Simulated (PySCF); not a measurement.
# Bond curve of LiCd⁺

Set-up: PySCF, scalar-relativistic core potentials, basis sets Li def2-SVPD, Cd def2-SVPD with ECP28. Energies in eV from Li⁺ + Cd in their ground configurations at the same level. State: ¹Σ⁺ (singlet), closed shell.

All columns are LC-ωPBE. A positive dipole points towards Cd; it is taken about the centre of mass and depends on that origin.

```csv
R (Å),E (eV),μ (D),Mulliken charge on Li (basis-dependent),HOMO (eV),LUMO (eV),Mayer bond order,⟨S²⟩
2.402,-0.562,-6.62,0.73,-14.46,-4.51,0.46,0.00
2.514,-0.653,-7.05,0.73,-14.30,-4.55,0.46,0.00
2.625,-0.700,-7.52,0.74,-14.13,-4.58,0.45,0.00
2.709,-0.714,-7.89,0.75,-14.01,-4.61,0.43,0.00
2.793,-0.714,-8.27,0.76,-13.89,-4.63,0.42,0.00
2.877,-0.704,-8.67,0.77,-13.77,-4.66,0.40,0.00
2.989,-0.679,-9.23,0.79,-13.61,-4.69,0.37,0.00
3.128,-0.635,-9.95,0.81,-13.41,-4.74,0.34,0.00
3.296,-0.572,-10.86,0.84,-13.19,-4.79,0.29,0.00
3.519,-0.483,-12.12,0.87,-12.90,-4.87,0.23,0.00
```

A fit through these points gives, at Re = 2.753 Å, μ = -8.09 D and dμ/dR = -4.60 D/Å; the reduced mass is 6.609 u.

Task: How strong is the fundamental in the double-harmonic approximation, I = 42.26·(dμ/dR)²/μred km/mol?

Result: I = 42.26·(-4.60)²/6.609 = 135 km/mol at LC-ωPBE.

Closed-shell solutions of metal pairs were not tested for spin polarisation, which can lower them a little. For an ion De counts to the pair picked by the measured ionisation energies or electron affinities, which need not be the lowest pair at this level.
